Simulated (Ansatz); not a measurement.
Born–Oppenheimer molecular dynamics of ClH$_{5}$OSi$_{2}$ (9 atoms, charge 0, multiplicity 1). It goes on from the last frame of an earlier run, with new velocities.

Computed with RKS PBE-D4/def2-SVP (Ansatz).

```json
{"ensemble": "NVE (velocity Verlet)", "time step": "0.5 fs", "steps asked": "150", "starting velocities drawn for": "500 K", "seed": "621378"}
```

First frame:

```xyz
9
Properties=species:S:1:pos:R:3
Si -0.153 -0.136 -0.163
O -0.939 0.451 1.241
Si -1.358 -0.307 2.765
H -2.676 -1.095 2.317
H -0.549 -1.287 3.333
H -1.562 0.832 3.775
Cl 1.766 -0.719 0.296
H 0.075 1.010 -1.060
H -1.015 -1.139 -0.728
```

Task: How far do the bonds stretch over the last three quarters of this one trajectory? (Pairs bonded in most of those frames.)

Result: 
```csv
bond,mean (Å),spread (Å),shortest,longest
Si1–O2,1.668,0.037,1.61,1.73
Si1–Cl7,2.082,0.029,2.04,2.12
Si1–H8,1.504,0.033,1.45,1.55
Si1–H9,1.520,0.054,1.43,1.60
O2–Si3,1.684,0.039,1.61,1.74
Si3–H4,1.513,0.061,1.42,1.61
Si3–H5,1.541,0.092,1.39,1.67
Si3–H6,1.499,0.025,1.46,1.54
```

Mean temperature of the second half: 528 K. The conserved energy stayed within 0.31 meV per atom of its start (net change -0.27 meV per atom), so the integration is sound. A run of 0.075 ps of so small a system gives no equilibrium averages.

Run time: 2.9 min on 1 thread of AMD EPYC 9R45 96-Core Processor (Zen 5), with other jobs on the host, peak memory 0.14 GiB.
